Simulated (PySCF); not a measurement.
PySCF job for SeF3, SMILES F[Se+](F)F, charge +1, TDDFT-PBE0/def2-SVPD. Geometry: r2SCAN-D4/def2-SVP. The multiplicity is an assumed one; other spin states were not compared. The isomer is the one that the SMILES or the coordinates give; other isomers of the formula were not compared.

```python
import numpy as np
from pyscf import gto, scf, dft, tdscf

mol = gto.M(
    atom='''
    Se   -0.00000000    0.00000000    0.36984869
    F     1.26377348    0.72963996   -0.46573539
    F     0.00000000   -1.45927992   -0.46573539
    F    -1.26377348    0.72963995   -0.46573539
    ''',
    basis='def2-SVPD',
    charge=1,
    spin=0,
    symmetry=True,
    max_memory=1600,
    verbose=4,
)
mf = dft.RKS(mol, xc='pbe0').density_fit(auxbasis='def2-universal-jkfit')
mf.grids.level = 3
mf.conv_tol = 1e-9
mf.max_cycle = 100
mf.kernel()
mf.grids = dft.Grids(mol).set(level=1).build(with_non0tab=True)  # coarser grid for the response kernel
td = tdscf.TDDFT(mf)
td.singlet = True
td.nstates = 10
td.conv_tol = 1e-4
td.kernel(x0=td.get_init_guess(mf, 15))
td.analyze()
tt = tdscf.TDA(mf)
tt.singlet = False
tt.nstates = 4
tt.conv_tol = 1e-4
tt.kernel(x0=tt.get_init_guess(mf, 9))
tt.analyze(verbose=3)
```

Log of the run:

```
PySCF version 2.14.0

[INPUT] verbose = 4
[INPUT] num. atoms = 4
[INPUT] num. electrons = 60
[INPUT] charge = 1
[INPUT] spin (= nelec alpha-beta = 2S) = 0
[INPUT] symmetry True subgroup None
[INPUT] Mole.unit = angstrom
[INPUT] Symbol           X                Y                Z      unit          X                Y                Z       unit  Magmom
[INPUT]  1 Se     0.000000000000   0.000000000000   0.369848690000 AA    0.000000000000   0.000000000000   0.698912731629 Bohr   0.0
[INPUT]  2 F      1.263773480000   0.729639960000  -0.465735390000 AA    2.388185760689   1.378819693939  -0.880112333617 Bohr   0.0
[INPUT]  3 F      0.000000000000  -1.459279920000  -0.465735390000 AA    0.000000000000  -2.757639387877  -0.880112333617 Bohr   0.0
[INPUT]  4 F     -1.263773480000   0.729639950000  -0.465735390000 AA   -2.388185760689   1.378819675041  -0.880112333617 Bohr   0.0

nuclear repulsion = 339.761943507621
point group symmetry = C3v, use subgroup Cs
symmetry origin: [ 0.00000000e+00 -2.78812048e-09 -2.16853825e-09]
symmetry axis x: [-9.09463008e-10  1.00000000e+00  2.29792663e-09]
symmetry axis y: [-1.64066628e-18 -2.29792663e-09  1.00000000e+00]
symmetry axis z: [1.00000000e+00 9.09463008e-10 3.73054555e-18]
num. orbitals of irrep A' = 67
num. orbitals of irrep A" = 43
number of shells = 42
number of NR pGTOs = 182
number of NR cGTOs = 110
basis = def2-SVPD
ecp = {}


[settings echo left out]
init E= -2699.62558658244
HOMO (A') = -0.403056143366008  LUMO (A") = -0.0902467834778529  gap/eV = 8.51198
cycle= 1 E= -2699.43090334152  delta_E= 0.195  |g|= 0.926  |ddm|= 2.59
HOMO (A") = -0.679778515352611  LUMO (A") = -0.445990531314129  gap/eV = 6.36170
cycle= 2 E= -2699.09101546243  delta_E= 0.34  |g|= 1.75  |ddm|= 2.39
HOMO (A') = -0.731874760635836  LUMO (A") = -0.394533760800778  gap/eV = 9.17952
cycle= 3 E= -2699.60831437017  delta_E= -0.517  |g|= 0.133  |ddm|= 1.35
HOMO (A') = -0.705085081018076  LUMO (A") = -0.367565200074837  gap/eV = 9.18438
cycle= 4 E= -2699.61097750486  delta_E= -0.00266  |g|= 0.0319  |ddm|= 0.155
HOMO (A') = -0.704956744479111  LUMO (A") = -0.365265934732375  gap/eV = 9.24346
cycle= 5 E= -2699.6111105573  delta_E= -0.000133  |g|= 0.00638  |ddm|= 0.0192
HOMO (A') = -0.705120835285316  LUMO (A") = -0.365531191318809  gap/eV = 9.24070
cycle= 6 E= -2699.6111164107  delta_E= -5.85e-06  |g|= 0.000744  |ddm|= 0.00421
HOMO (A') = -0.705217950000232  LUMO (A") = -0.365656112545939  gap/eV = 9.23995
cycle= 7 E= -2699.61111653419  delta_E= -1.23e-07  |g|= 6.87e-05  |ddm|= 0.00124
HOMO (A') = -0.705215785401943  LUMO (A") = -0.365651520582317  gap/eV = 9.24001
cycle= 8 E= -2699.61111653594  delta_E= -1.75e-09  |g|= 4.17e-05  |ddm|= 0.00016
HOMO (A') = -0.705216190505273  LUMO (A") = -0.365651575198644  gap/eV = 9.24002
cycle= 9 E= -2699.61111653619  delta_E= -2.5e-10  |g|= 2.18e-05  |ddm|= 4.48e-05
HOMO (A') = -0.705216442018955  LUMO (A") = -0.365652500598443  gap/eV = 9.24001
Extra cycle  E= -2699.61111653594  delta_E= 2.5e-10  |g|= 4.34e-05  |ddm|= 4.54e-05
converged SCF energy = -2699.61111653594
tot grids = 23232


******** <class 'pyscf.tdscf.rks.TDDFT'> for <class 'pyscf.df.df_jk.DFSymAdaptedRKS'> ********
nstates = 10 singlet
deg_eia_thresh = 1.000e-03
wfnsym = None
conv_tol = 0.0001
eigh lindep = 1e-12
eigh level_shift = 0
eigh max_cycle = 100


Excitation energies (eV)
[7.84282828 7.84290179 8.33308894 8.33310906 8.50969303 8.54713126
 8.60707022 8.60707818 9.17938796 9.183838  ]

** Singlet excitation energies and oscillator strengths **
Excited State   1:   A"      7.84283 eV    158.09 nm  f=0.0392
      27 -> 33        0.11208
      29 -> 32        0.23939
      30 -> 31       -0.64360
Excited State   2:   A'      7.84290 eV    158.08 nm  f=0.0392
      28 -> 33        0.11209
      29 -> 31       -0.23937
      30 -> 32       -0.64359
Excited State   3:   A"      8.33309 eV    148.79 nm  f=0.0093
      25 -> 31       -0.10139
      26 -> 32       -0.10144
      27 -> 32       -0.28591
      28 -> 31       -0.28585
      29 -> 32       -0.53603
      30 -> 31       -0.12261
Excited State   4:   A'      8.33311 eV    148.79 nm  f=0.0093
      25 -> 32        0.10136
      26 -> 31       -0.10138
      27 -> 31       -0.28596
      28 -> 32        0.28603
      29 -> 31        0.53595
      30 -> 32       -0.12250
Excited State   5:   A'      8.50969 eV    145.70 nm  f=0.0112
      27 -> 31        0.49207
      28 -> 32        0.49252
Excited State   6:   A"      8.54713 eV    145.06 nm  f=0.0000
      27 -> 32       -0.49529
      28 -> 31        0.49666
Excited State   7:   A"      8.60707 eV    144.05 nm  f=0.0181
      25 -> 31        0.16581
      26 -> 32        0.16566
      27 -> 32       -0.39638
      28 -> 31       -0.39471
      29 -> 32        0.31845
      30 -> 31        0.16578
Excited State   8:   A'      8.60708 eV    144.05 nm  f=0.0181
      25 -> 32       -0.16573
      26 -> 31        0.16578
      27 -> 31       -0.39578
      28 -> 32        0.39514
      29 -> 31       -0.31860
      30 -> 32        0.16586
Excited State   9:   A'      9.17939 eV    135.07 nm  f=0.0498
      25 -> 32       -0.21814
      26 -> 31       -0.21816
      30 -> 33       -0.62537
Excited State  10:   A"      9.18384 eV    135.00 nm  f=0.0000
      25 -> 31        0.45629
      26 -> 32       -0.45637
      29 -> 33       -0.27478

** Transition electric dipole moments (AU) **
state          X           Y           Z        Dip. S.      Osc.
  1        -0.4519     -0.0000      0.0000      0.2042      0.0392
  2         0.0000     -0.4519     -0.0000      0.2042      0.0392
  3        -0.2137     -0.0000     -0.0000      0.0457      0.0093
  4         0.0000     -0.2136     -0.0000      0.0456      0.0093
  5         0.0000      0.0003     -0.2319      0.0538      0.0112
  6        -0.0005     -0.0000      0.0000      0.0000      0.0000
  7         0.2927      0.0000     -0.0000      0.0857      0.0181
  8        -0.0000      0.2928      0.0001      0.0857      0.0181
  9         0.0000      0.0000     -0.4707      0.2216      0.0498
 10        -0.0000      0.0000      0.0000      0.0000      0.0000

** Transition velocity dipole moments (imaginary part, AU) **
state          X           Y           Z        Dip. S.      Osc.
  1        -0.1371      0.0000      0.0000      0.0188      0.0435
  2         0.0000     -0.1371     -0.0000      0.0188      0.0435
  3        -0.0603      0.0000     -0.0000      0.0036      0.0079
  4        -0.0000     -0.0602     -0.0000      0.0036      0.0079
  5        -0.0000      0.0001     -0.0616      0.0038      0.0081
  6        -0.0001     -0.0000     -0.0000      0.0000      0.0000
  7         0.0919      0.0000      0.0000      0.0085      0.0178
  8         0.0000      0.0920      0.0000      0.0085      0.0178
  9        -0.0000      0.0000     -0.1647      0.0271      0.0536
 10        -0.0000     -0.0000      0.0000      0.0000      0.0000

** Transition magnetic dipole moments (imaginary part, AU) **
state          X           Y           Z
  1        -0.0000      0.9559     -0.0000
  2        -0.9559      0.0000     -0.0000
  3        -0.0000      0.2957      0.0000
  4        -0.2954      0.0000      0.0000
  5         0.0006      0.0000     -0.0000
  6         0.0000      0.0011      0.2235
  7        -0.0000     -0.6601      0.0004
  8         0.6603      0.0000     -0.0000
  9        -0.0000     -0.0000     -0.0000
 10         0.0000      0.0000      0.2622


******** <class 'pyscf.tdscf.rks.TDA'> for <class 'pyscf.df.df_jk.DFSymAdaptedRKS'> ********
nstates = 4 triplet
deg_eia_thresh = 1.000e-03
wfnsym = None
conv_tol = 0.0001
eigh lindep = 1e-12
eigh level_shift = 0
eigh max_cycle = 100


Excitation energies (eV)
[6.27464869 6.27468163 7.74705378 7.74711495]

** Triplet excitation energies and oscillator strengths **
Excited State   1:   A"      6.27465 eV    197.60 nm  f=0.0000
Excited State   2:   A'      6.27468 eV    197.59 nm  f=0.0000
Excited State   3:   A"      7.74705 eV    160.04 nm  f=0.0000
Excited State   4:   A'      7.74711 eV    160.04 nm  f=0.0000
```

Self-consistency was reached.

Cost: very roughly 90 core-seconds.
